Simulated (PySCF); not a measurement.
Several molecules and their computed UV-vis stick spectra, shuffled. Theory: TDDFT B3LYP/def2-SVPD, vertical, gas phase, core orbitals frozen in the response (PySCF 2.14.0, density-fitted response routines). Geometries: PBE0-D3(BJ)/def2-SVP; one conformer of each isolated species. Triplets are in the Tamm–Dancoff approximation. Relativistic effects are left out although some hold elements past zinc.

A. `C1([CH2][GeH2][CH2]1)C`
B. `C[C@@H]1C[C@H]1[GeH3]`
C. `C[C]1([GeH3])CC1`

Lowest singlet levels (six at most, fewer where fewer were computed) with oscillator strengths:

1. 7.05 eV (f 0.007); 7.36 eV (f 0.015); 7.48 eV (f 0.091); 7.59 eV (f 0.007); 7.72 eV (f 0.016); 7.77 eV (f 0.050); T1 6.91 eV
2. 6.59 eV (f 0.014); 6.90 eV (f 0.008); 6.96 eV (f 0.003); 6.97 eV (f 0.079); 7.32 eV (f 0.081); 7.34 eV (f 0.125); T1 6.06 eV
3. 6.99 eV (f 0.019); 7.12 eV (f 0.037); 7.55 eV (f 0.006); 7.58 eV (f 0.205); 7.73 eV (f 0.010); 7.87 eV (f 0.003); T1 6.84 eV

Question: Match each spectrum to its molecule.

Answer: 1 = B, 2 = A, 3 = C.
- A: S1 at 6.59 eV, HOMO→LUMO (97%); Löwdin shares by element: HOMO carbon 49% or more, germanium 20% (atoms not listed hold the other 31%); LUMO germanium 36%, carbon 23% or more, hydrogen 11% or more (atoms not listed hold the other 30%); HOMO -7.51 and LUMO 0.11 eV; point group Cs.
- B: S1 at 7.05 eV, HOMO→LUMO (95%); Löwdin shares by element: HOMO carbon 63% or more, germanium 11% (atoms not listed hold the other 27%); LUMO germanium 44%, hydrogen 26% or more (atoms not listed hold the other 30%); HOMO -7.62 and LUMO 0.26 eV.
- C: S1 at 6.99 eV, HOMO→LUMO (97%); Löwdin shares by element: HOMO carbon 61% or more, germanium 15% (atoms not listed hold the other 24%); LUMO germanium 36%, hydrogen 17% or more, carbon 8% or more (atoms not listed hold the other 39%); HOMO -7.68 and LUMO 0.15 eV; point group Cs.
B and C have S1 within 0.06 eV of each other; their strongest listed levels stand at 7.48 eV (f 0.091) and 7.58 eV (f 0.205).

Without π bonds the low states are Rydberg-like; a valence basis with one diffuse set may place them up to an eV too high.
